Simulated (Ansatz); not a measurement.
Steps of a relaxation of `CC1OB1N` with RKS PBE-D4/def2-SVP.

```sh
$ ansatz run in.yaml --threads 4 --pin off --events-out ev --progress --plain --max-ram 10444MiB
```

```yaml
crystal:
  periodic: [false, false, false]
  atoms:
    - {symbol: C, position_ang: [-1.302800, -0.334000, 0.406200]}
    - {symbol: C, position_ang: [-0.012100, 0.087100, 1.006900]}
    - {symbol: O, position_ang: [0.851900, -0.943900, 0.958500]}
    - {symbol: B, position_ang: [1.283000, 0.175800, 0.010700]}
    - {symbol: N, position_ang: [1.626900, 0.588500, -1.399900]}
    - {symbol: H, position_ang: [-1.866500, 0.645800, 0.043800]}
    - {symbol: H, position_ang: [-1.211600, -0.984900, -0.460700]}
    - {symbol: H, position_ang: [-1.941500, -0.760700, 1.160600]}
    - {symbol: H, position_ang: [0.044600, 0.692300, 1.991300]}
    - {symbol: H, position_ang: [1.810600, -0.276800, -1.900500]}
    - {symbol: H, position_ang: [0.782900, 1.053800, -1.796400]}
basis:
  gaussian: {orbitals: def2-SVP}
hamiltonian: {xc: pbe, dispersion: d4}
relax: {f_tol: 0.03, max_steps: 200}
```

Positions (Å) and forces (eV/Å) along the path, 10 of 10 steps:

```xyz
11
step=1 energy=-6371.6724 eV
C    -1.303   -0.334    0.406   -1.844    3.550   -0.421
C    -0.012    0.087    1.007    0.493    4.001   -0.368
O     0.852   -0.944    0.959    5.545   -1.474   -2.171
B     1.283    0.176    0.011   -3.911   -1.203    0.566
N     1.627    0.589   -1.400   -0.739   -1.164    3.041
H    -1.867    0.646    0.044    0.633   -1.588    0.494
H    -1.212   -0.985   -0.461    0.263   -0.425   -0.369
H    -1.942   -0.761    1.161   -0.827   -0.765    0.627
H     0.045    0.692    1.991   -0.714   -0.666   -0.959
H     1.811   -0.277   -1.901    0.414   -0.160   -0.719
H     0.783    1.054   -1.796    0.686   -0.107    0.282
11
step=2 energy=-6373.0668 eV
C    -1.382   -0.289    0.469   -0.796    0.877    0.110
C    -0.019    0.095    0.984   -0.126    2.125   -0.375
O     0.968   -0.922    0.867    2.141    0.570   -1.857
B     1.147    0.204   -0.056   -1.151   -1.755    0.585
N     1.680    0.553   -1.373   -1.185   -0.863    1.399
H    -1.992    0.625    0.170    0.486   -0.578    0.274
H    -1.288   -0.918   -0.430   -0.036   -0.203   -0.126
H    -1.977   -0.822    1.235   -0.121   -0.229    0.018
H     0.002    0.652    1.963   -0.088   -0.294   -0.391
H     2.004   -0.273   -1.908    0.109    0.438    0.151
H     0.923    1.038   -1.900    0.767   -0.086    0.214
11
step=3 energy=-6373.5857 eV
C    -1.451   -0.291    0.525    0.403   -0.481    0.091
C    -0.043    0.149    0.913   -1.231    0.434    0.264
O     1.017   -0.872    0.729    0.365   -0.795    0.457
B     1.046    0.173   -0.121    0.281   -0.172   -0.334
N     1.696    0.498   -1.310   -0.664    0.497   -1.654
H    -2.059    0.591    0.275   -0.236    0.264    0.000
H    -1.398   -0.927   -0.387   -0.093    0.069    0.093
H    -1.982   -0.876    1.314    0.138    0.135   -0.075
H     0.010    0.662    1.891    0.157    0.053    0.038
H     2.127   -0.264   -1.870   -0.063    0.451    0.495
H     1.103    1.100   -1.939    0.944   -0.454    0.625
11
step=4 energy=-6373.7409 eV
C    -1.488   -0.314    0.550    0.133   -0.026    0.187
C    -0.090    0.180    0.864   -0.261   -0.066    0.101
O     0.982   -0.885    0.741    0.098   -0.141   -0.179
B     1.001    0.112   -0.185    0.070   -0.068    0.291
N     1.692    0.474   -1.338    0.015   -0.304   -0.039
H    -2.154    0.555    0.390   -0.131    0.091   -0.012
H    -1.489   -0.915   -0.384   -0.039    0.041    0.088
H    -1.929   -0.932    1.364    0.064    0.028   -0.041
H     0.046    0.735    1.812   -0.161    0.070   -0.058
H     2.206   -0.242   -1.850    0.277   -0.016   -0.042
H     1.289    1.175   -1.943   -0.065    0.390   -0.296
11
step=5 energy=-6373.7886 eV
C    -1.522   -0.315    0.586    0.023   -0.046    0.083
C    -0.111    0.160    0.828   -0.104   -0.034   -0.111
O     0.946   -0.933    0.686    0.022    0.135    0.029
B     0.967    0.074   -0.232    0.043   -0.047    0.095
N     1.688    0.465   -1.356    0.168   -0.289   -0.209
H    -2.200    0.554    0.469   -0.039    0.030    0.016
H    -1.569   -0.908   -0.350   -0.085   -0.010    0.053
H    -1.912   -0.942    1.419    0.018    0.028   -0.032
H     0.062    0.771    1.732   -0.084   -0.054    0.137
H     2.375   -0.166   -1.776   -0.010    0.121    0.001
H     1.341    1.183   -1.984    0.047    0.166   -0.063
11
step=6 energy=-6373.7963 eV
C    -1.563   -0.325    0.624   -0.065   -0.041   -0.030
C    -0.144    0.167    0.768   -0.017   -0.191    0.030
O     0.918   -0.934    0.646   -0.059    0.114   -0.026
B     0.943    0.049   -0.294    0.127    0.166   -0.069
N     1.708    0.437   -1.398    0.488    0.000   -0.756
H    -2.266    0.535    0.558    0.075   -0.034    0.014
H    -1.688   -0.930   -0.299   -0.019    0.024    0.080
H    -1.882   -0.947    1.493    0.056    0.066   -0.086
H     0.044    0.773    1.675   -0.031    0.028    0.014
H     2.515   -0.125   -1.743   -0.687    0.432    0.303
H     1.479    1.243   -2.008    0.132   -0.563    0.527
11
step=7 energy=-6373.8151 eV
C    -1.561   -0.336    0.620   -0.024   -0.018   -0.013
C    -0.146    0.164    0.771    0.129    0.061   -0.082
O     0.929   -0.905    0.649   -0.044   -0.070    0.026
B     0.953    0.077   -0.291   -0.016    0.003   -0.017
N     1.699    0.419   -1.422   -0.096    0.044    0.047
H    -2.258    0.525    0.536    0.009   -0.016    0.020
H    -1.691   -0.963   -0.285    0.039    0.026   -0.002
H    -1.878   -0.941    1.498    0.002    0.027   -0.006
H     0.020    0.785    1.675   -0.011   -0.033    0.013
H     2.449   -0.163   -1.793    0.068   -0.034    0.062
H     1.549    1.282   -1.939   -0.056    0.009   -0.049
11
step=8 energy=-6373.8130 eV rejected
C    -1.555   -0.319    0.610    0.065   -0.098    0.001
C    -0.135    0.162    0.779    0.002    0.069    0.066
O     0.943   -0.913    0.672   -0.082   -0.005   -0.038
B     0.954    0.057   -0.283    0.044    0.036    0.019
N     1.673    0.396   -1.429    0.017    0.028    0.026
H    -2.253    0.544    0.578    0.053    0.017   -0.022
H    -1.672   -0.888   -0.333   -0.081   -0.037    0.013
H    -1.872   -0.966    1.455   -0.013   -0.034   -0.002
H     0.030    0.769    1.692   -0.002    0.047   -0.042
H     2.514   -0.103   -1.720   -0.049   -0.037   -0.038
H     1.439    1.204   -2.002    0.046    0.014    0.018
11
step=9 energy=-6373.8169 eV
C    -1.554   -0.328    0.615   -0.009    0.016    0.009
C    -0.137    0.165    0.771   -0.136   -0.072    0.183
O     0.925   -0.918    0.644   -0.009    0.262   -0.225
B     0.942    0.081   -0.294    0.109   -0.274    0.183
N     1.680    0.420   -1.424    0.115    0.029   -0.125
H    -2.249    0.535    0.546   -0.013    0.003   -0.003
H    -1.678   -0.939   -0.301   -0.012   -0.004   -0.004
H    -1.868   -0.941    1.487   -0.017   -0.015   -0.007
H     0.027    0.760    1.692    0.011    0.051   -0.028
H     2.476   -0.143   -1.729   -0.051    0.046   -0.023
H     1.503    1.250   -1.987    0.013   -0.043    0.039
11
step=10 energy=-6373.8209 eV
C    -1.557   -0.330    0.617    0.009   -0.005   -0.001
C    -0.140    0.162    0.775   -0.004    0.017   -0.019
O     0.929   -0.914    0.649   -0.016    0.027    0.010
B     0.950    0.073   -0.289   -0.001   -0.028    0.005
N     1.687    0.416   -1.423   -0.001    0.023   -0.004
H    -2.252    0.534    0.553    0.003    0.001    0.002
H    -1.685   -0.935   -0.303    0.002    0.001    0.000
H    -1.876   -0.950    1.483    0.002    0.000    0.001
H     0.026    0.777    1.683    0.005   -0.020    0.002
H     2.478   -0.140   -1.748    0.004   -0.008   -0.004
H     1.503    1.250   -1.976   -0.004   -0.008    0.008
```

Run time 6 s (4 threads of an Intel Xeon 6975P-C on a shared host); peak host memory 0.17 GiB.
